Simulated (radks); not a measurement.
Cr, 24 electrons, occupied as [Ar] 3d5 4p1 (not the ground configuration).

Calculated with a radial shooting solver on a logarithmic mesh with Libxc functionals: non-relativistic Kohn-Sham, PBE, spin-unpolarised, spherical densities, point nucleus.

Energy parts (Ry):
part                       energy
total                 -2087.83891
kinetic                2086.06415
electron-nucleus      -4959.05823
Hartree                 881.64542
exchange-correlation    -96.49026

Orbitals (lengths in bohr, moments of r in powers of bohr):
orbital  occ.  eigenvalue (Ry)       <r^4>   <1/r>
1s          2        -428.8953  0.00007806   23.52
2s          2        -48.43969     0.01871   4.979
2p          6        -41.17608     0.01432   4.924
3s          2         -5.43131       1.503   1.545
3p          6         -3.41781       2.208   1.416
3d          5         -0.31901       31.01  0.9830
4p          1         -0.12591        1556  0.2614

The highest occupied level is 4p at -1.713 eV. Summed over all electrons, <r^2> = 53.20 bohr^2, which gives a Langevin (diamagnetic) susceptibility term of -42.1 x 10^-6 cm^3/mol. The electron density at the nucleus is 9321 e/bohr^3. Virial ratio -V/T = 2.00085.
